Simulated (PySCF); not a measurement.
TiBr and its ions

PBE; Ti def2-TZVPPD, Br def2-TZVPPD; no relativity (PySCF 2.14). Neutral (UKS): quartet (σ ↑, π ↑, δ ↑), Re = 2.401 Å, ωe = 306 cm⁻¹, HOMO -3.93 eV, LUMO -3.57 eV.

TiBr⁺ (UKS): triplet (σ ↑, δ ↑), Re = 2.280 Å, ωe = 367 cm⁻¹. The energies at the minima are -3422.99191 hartree for TiBr and -3422.74086 for TiBr⁺.

(1) Work out the adiabatic ionisation energy, without and with harmonic zero-point energies (1 hartree = 27.2114 eV, 1 eV = 8065.5 cm⁻¹), and the change of the bond length.

TiBr⁻ (UKS): triplet (π ↑, δ ↑), Re = 2.502 Å, ωe = 238 cm⁻¹. The energies at the minima are -3422.99191 hartree for TiBr and -3423.02729 for TiBr⁻.

(2) Work out the adiabatic electron affinity, without and with harmonic zero-point energies (1 hartree = 27.2114 eV, 1 eV = 8065.5 cm⁻¹), and the change of the bond length.

De is left out where the level can put another filling of the metal’s s and d shells below the measured ground configuration, by anything from nothing to about 1 eV. Spin–orbit coupling is left out. The highest Kohn–Sham level is positive in this anion. Much of that is self-interaction error, but it also means that the finite basis helps to hold the extra electron. The state is the lowest single determinant that the PBE0 search found; with open d or f shells the true ground state can be another one.

## Answers

(1) At PBE: 0.25105 hartree = 6.831 eV between the minima; the zero-point term (367.0 − 306.0)/2 cm⁻¹ = +0.004 eV makes it 6.835 eV. Re changes by -12.1 pm against the neutral. The electron leaves a π orbital; in so polar a molecule the change of length follows mostly from the change of the ionic charges.

(2) At PBE: 0.03538 hartree = 0.963 eV between the minima; the zero-point term (306.0 − 238.0)/2 cm⁻¹ = +0.004 eV makes it 0.967 eV. Re changes by +10.1 pm against the neutral. The electron enters a σ orbital; in so polar a molecule the change of length follows mostly from the change of the ionic charges.
